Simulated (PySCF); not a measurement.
Species: C4H6BF.
Numbering: `[CH2:1]=[C:2]=[CH:3][CH2:4][BH:5][F:6]` (hydrogens: H7, H8 on C1; H9 on C3; H10, H11 on C4; H12 on B5)

Torsions of this conformer, `[CH2:1]=[C:2]=[CH:3][CH2:4][BH:5][F:6]`: C2–C3–C4–B5 -123°, C3–C4–B5–F6 165°.

The closed-shell ground state was solved at several levels (PySCF, density fitting, gas phase, non-relativistic). The structure is a single PBE0-D3(BJ)/def2-SVP conformer in the gas phase; no vibrational or solvent corrections.

| level | basis functions | total energy (Eh) | HOMO (eV) | LUMO (eV) | gap (eV) | dipole (D) |
| --- | --- | --- | --- | --- | --- | --- |
| PBE0/cc-pVTZ | 264 | -280.4897 | -7.20 | -0.68 | 6.52 | 0.85 |
| CAM-B3LYP/pcSseg-2 | 300 | -280.7004 | -8.58 | 0.28 | 8.86 | 0.91 |
| OPBE/pcSseg-2 | 300 | -280.6813 | -6.05 | -1.60 | 4.45 | 0.78 |
| LDA/pcSseg-2 | 300 | -278.4535 | -6.23 | -2.10 | 4.13 | 0.86 |
| PBE0/6-31G* | 96 | -280.3816 | -6.94 | -0.24 | 6.70 | 0.71 |
| KT2/pcSseg-2 | 300 | -285.3927 | -6.12 | -1.82 | 4.30 | 0.83 |
| CAM-B3LYP/pcJ-1 | 222 | -280.5951 | -8.57 | 0.46 | 9.03 | 0.87 |
| LC-wPBE/pcSseg-2 | 300 | -280.6376 | -9.93 | 1.53 | 11.46 | 0.91 |
| BLYP/pcSseg-2 | 300 | -280.7436 | -5.95 | -1.70 | 4.25 | 0.80 |
| wB97X-D/pcSseg-2 | 300 | -280.7354 | -9.08 | 1.12 | 10.20 | 0.87 |

(1) Estimate the row for B97-2/pcJ-1, a basis of 222 functions; the other rows only guide the guess.

(2) Over all these levels, which gives the widest orbital gap and which the narrowest?

(3) How far do the dipole and the HOMO energy spread over the levels?

Answers

(1) Total energy -280.6318 Eh, HOMO -7.00 eV, LUMO -0.68 eV, gap 6.32 eV, dipole 0.85 D.

(2) LC-wPBE/pcSseg-2 (range-separated hybrid) has the widest, 11.46 eV, and LDA/pcSseg-2 (LDA) the narrowest, 4.13 eV. The two share the basis. From the narrowest to the widest the HOMO moves by -3.70 eV and the LUMO by +3.63 eV.

(3) The dipole runs from 0.71 to 0.91 D (mean 0.84 D) and the HOMO from -9.93 to -5.95 eV.

wB97X-D is run here without its empirical dispersion term; that term would change no orbital, density or response property at a fixed geometry.
